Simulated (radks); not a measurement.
The numbers below are computed, except where a source is named.
Problem. Spherical quantum dot in the effective-mass picture: electrons in a hard-walled sphere of radius 8.51, with a point charge +2 (a donor) at the centre, all in effective atomic units (hartree* = m*/eps^2 hartree, bohr* = eps/m* bohr), one dielectric constant everywhere. Level of theory: non-relativistic Kohn-Sham, LDA (Slater exchange, Perdew-Wang correlation), spin-polarised, spherical densities (a radial shooting solver with Libxc functionals). Levels are named by radial order and angular momentum (1s, 1p, 1d, 2s, ...), and open shells are averaged over m. Results are scaled to m* = 0.173 and eps = 9.9, for which hartree* = 48.03 meV and bohr* = 3.028 nm. At N = 16 the configuration is 1s2 1p6 1d(up 5, down 1) 2s2. Does electron 17 go into 1f up or 1f down or 1d down?

Solution. Into 1d down. The total energies of the other choices lie higher by 2.75 meV (1f up), 3.83 meV (1f down).
